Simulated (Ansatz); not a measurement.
One geometry of Sn₃Cl₈, several levels of theory.

```yaml
crystal:
  periodic: [false, false, false]
  atoms:
    - {symbol: Sn, position_ang: [1.065077, -0.124447, 2.139313]}
    - {symbol: Cl, position_ang: [0.718478, 2.193385, 2.247392]}
    - {symbol: Cl, position_ang: [0.426418, -1.053712, 4.189373]}
    - {symbol: Cl, position_ang: [3.356325, -0.499788, 1.846654]}
    - {symbol: Sn, position_ang: [-0.428043, -1.072235, -0.065604]}
    - {symbol: Cl, position_ang: [-2.535958, -1.782425, 0.678471]}
    - {symbol: Cl, position_ang: [0.646858, -2.948081, -0.975240]}
    - {symbol: Sn, position_ang: [-0.765725, 0.870862, -2.087696]}
    - {symbol: Cl, position_ang: [-2.477519, 2.367490, -1.532396]}
    - {symbol: Cl, position_ang: [-1.241667, -0.032323, -4.193326]}
    - {symbol: Cl, position_ang: [1.235754, 2.081265, -2.246951]}
basis:
  gaussian: {orbitals: def2-TZVP, initial_orbitals: start.molden}
hamiltonian: {xc: pbe, dispersion: d4}
scf: {omitted_lower_state_checks: [starts]}
output: {orbitals: {seedname: orbitals}}
```

The file start.molden holds the orbitals of an earlier run on this structure, at another level or in another basis.

```sh
$ ansatz run in.yaml --threads 4 --pin off --events-out ev --progress --plain --max-ram 6963MiB
```

Shortened log:

```
Functional definition: PBE
3212 factors; their error is unknown
mean field evaluation 1: about -117649.3669 eV, gradient 2.4e1 eV
mean field evaluation 2: about -117649.7072 eV, gradient 5.6e-1 eV
mean field evaluation 4: about -117649.7077 eV, gradient 1.1e-1 eV
mean field -117649.70768958 eV, -4323.5470117561 hartree, gradient 3.3e-5 eV, S^2 0.000000; 0 other end points of the search recorded, 0 dependent functions left out
reference -117649.70775939 eV, -4323.5470143216 hartree; 101, 101 occupied and 345, 345 virtual orbitals, 3212 factors
Total energy: -117650.48082992 eV, -4323.5754241394 hartree
Checks for a lower state left out: starts
```

Run time 13 s (4 threads of Arm Neoverse V2 on a shared host), peak host memory 1.5 GiB.

First input, but with `hamiltonian: {xc: r2scan, dispersion: d4}` (abridged; 32 s):

```
Functional definition: r2SCAN
mean field -117690.89716400 eV, -4325.0606970218 hartree, gradient 1.5e-5 eV, S^2 0.000000
Total energy: -117691.10532152 eV, -4325.0683466694 hartree
Checks for a lower state left out: starts
```

The first input with `gaussian: {orbitals: def2-SVP, initial_orbitals: start.molden}`, `correlation: {method: mp2}` and without the key `hamiltonian` (abridged; 12 s):

```
Functional definition: HF
mean field -117425.30070900 eV, -4315.3002073282 hartree, gradient 2.6e-6 eV, S^2 0.000000
52 core orbitals not correlated: weight in the atoms' cores, before any rotation towards them, 1.000 or more for the frozen orbitals, at most 0.000 for the correlated occupied ones
second order -36.51712514 eV of doubles, -0.00000000 eV of singles
Total energy: -117461.81783414 eV, -4316.6421869249 hartree
Checks for a lower state left out: starts
```

As the first input, with `hamiltonian: {xc: {name: r2SCANh}, dispersion: d4}` (abridged; 53 s):

```
Functional definition: r2SCANh
the host lacks memory for fits, so the integrals are decomposed
mean field -117689.56649702 eV, -4325.0117959123 hartree, gradient 3.8e-5 eV, S^2 0.000000
Total energy: -117689.80267640 eV, -4325.0204753444 hartree
Checks for a lower state left out: starts
```

The first input with `gaussian: {orbitals: def2-SVP, initial_orbitals: start.molden}`, `hamiltonian: {xc: pbe0, dispersion: d4}` (abridged; 11 s):

```
Functional definition: PBE0
mean field -117622.96443273 eV, -4322.5642151939 hartree, gradient 3.5e-5 eV, S^2 0.000000
Total energy: -117623.66803829 eV, -4322.5900722214 hartree
Checks for a lower state left out: starts
```

First input, but with `hamiltonian: {xc: pbe0, dispersion: d4}` (abridged; 38 s):

```
Functional definition: PBE0
the host lacks memory for fits, so the integrals are decomposed
mean field -117658.21615427 eV, -4323.8596920660 hartree, gradient 8.6e-5 eV, S^2 0.000000
Total energy: -117658.91977102 eV, -4323.8855495048 hartree
Checks for a lower state left out: starts
```

As the first input, with `gaussian: {orbitals: def2-SVP, initial_orbitals: start.molden}` (abridged; 5.5 s):

```
Functional definition: PBE
mean field -117614.05600780 eV, -4322.2368366160 hartree, gradient 2.6e-5 eV, S^2 0.000000
Total energy: -117614.82913324 eV, -4322.2652484520 hartree
Checks for a lower state left out: starts
```

Geometry: r2SCAN-D4/def2-SVP.

In the def2 sets Sn takes a core potential; there is no spin–orbit coupling. Correlated methods freeze 52 core orbitals; core or outer-core shells of Sn are correlated, in sets that lack core-valence functions.
